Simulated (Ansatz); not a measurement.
Mulliken charges of CH$_{3}$ITe, SMILES `[TeH]CI` from r2SCAN/def2-TZVPP in Ansatz (PBE0-D4/def2-TZVP geometry).

```csv
atom,x (Å),y (Å),z (Å),charge (e)
Te1,-1.407,-0.982,-0.060,0.093
C2,0.470,-0.049,0.322,-0.328
I3,0.479,2.082,0.477,-0.070
H4,-1.495,-0.377,-1.599,-0.012
H5,1.174,-0.306,-0.463,0.161
H6,0.823,-0.433,1.276,0.156
```

Problem. By hand: the dipole of these point charges (1 e Å = 4.8032 D).

Solution. Σ q r = (0.017, -0.333, -0.001) e Å, of length 0.333 e Å = 1.60 D.

Problem. How does the dipole of the full density compare? (Best estimate.)

Solution. The calculation gave: (0.073, -0.258, -0.035) e Å, 1.30 D; the point charges give 1.23 times that, at 15° from its direction.

Point charges leave out the atoms' own dipoles, such as those of lone pairs, and Mulliken's split depends on the basis, so the two needn't agree.
